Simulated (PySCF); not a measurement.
**TDDFT excited states: Ge2H10SSi2**

Ge2H10SSi2.
InChI=1S/Ge2H10SSi2/c1-2-5-3-4/h2,5H2,1,4H3

Theory: TDDFT CAM-B3LYP/def2-SVPD, vertical, gas phase, core orbitals frozen in the response in PySCF. The structure is a single PBE0-D3(BJ)/def2-SVP conformer in the gas phase; no vibrational or solvent corrections. The CAM-B3LYP/def2-SVPD calculation is non-relativistic and has no spin–orbit coupling, an omission that weighs most on germanium. Torsions of this conformer, `[SiH3:1][S:2][SiH2:3][GeH2:4][GeH3:5]`: Si1–S2–Si3–Ge4 -65°, S2–Si3–Ge4–Ge5 -36°.

Problem. What does the calculation give for the low-lying excited states?

Solution. 

```csv
state,λ (nm),E (eV),f,|μ| (D),"main configurations (H = HOMO, L = LUMO)"
S1,220.7,5.62,0.013,0.78,H→L (83%)
S2,204.4,6.07,0.0044,0.44,"H→L+1 (50%), H→L+5 (13%), H→L+2 (12%)"
S3,202.2,6.13,0.031,1.15,"H→L+2 (30%), H→L+3 (19%), H→L+1 (18%)"
S4,189.3,6.55,0.093,1.93,"H→L+2 (36%), H→L+3 (25%), H→L+4 (12%)"
S5,185.0,6.70,0.074,1.71,"H-1→L (47%), H→L+3 (15%)"
S6,181.7,6.82,0.117,2.13,"H→L+4 (48%), H→L+3 (14%)"
S7,179.9,6.89,0.035,1.15,"H-1→L+1 (31%), H→L+6 (15%), H→L+5 (11%)"
S8,175.0,7.08,0.018,0.83,H-2→L (56%)
S9,174.3,7.11,0.043,1.26,"H→L+6 (30%), H-1→L+2 (26%), H→L+5 (13%)"
S10,173.3,7.16,0.114,2.05,"H-1→L+2 (21%), H-2→L (14%), H→L+5 (12%)"
```

Triplets, Tamm–Dancoff:

```
state  E (eV)  λ (nm)  main configurations (H = HOMO, L = LUMO)
   T1    5.20   238.3                                 H→L (76%)
   T2    5.72   216.9      H→L+1 (51%), H→L+2 (11%), H→L+5 (9%)
   T3    5.74   216.0     H→L+2 (34%), H→L+3 (24%), H→L+1 (10%)
   T4    6.02   206.1                  H-1→L (38%), H→L+4 (28%)
```

The lowest singlet comes at 221 nm (542 kJ/mol) in the ultraviolet; it is weak; its leading configuration is HOMO→LUMO (83%). The largest oscillator strength of a single state is 0.117. Löwdin shares by element: HOMO sulfur 50%, silicon 20%, germanium 13% or more (atoms not listed hold the other 16%); LUMO germanium 24%, sulfur 19%, silicon 18% or more (atoms not listed hold the other 38%). Orbital energies (eV): HOMO-3 -10.63, HOMO-2 -9.81, HOMO-1 -9.27, HOMO -8.48, LUMO 0.24, LUMO+1 0.61, LUMO+2 0.64. Of the 10 states listed, 9 reach f = 0.01 and none stays under 0.0005. The listed states span 1.54 eV, and the widest gap between neighbours is 0.45 eV (S1 to S2). The vertical ionisation energy (ΔSCF) is 9.08 eV, 1.93 eV above S10. The window holds the lowest 10 singlets.

Hardware: one thread, Arm Neoverse N1 (aarch64), shared host. Cost: 6.0 min wall (grids of density and orbitals included), 1.1 GiB resident at most.
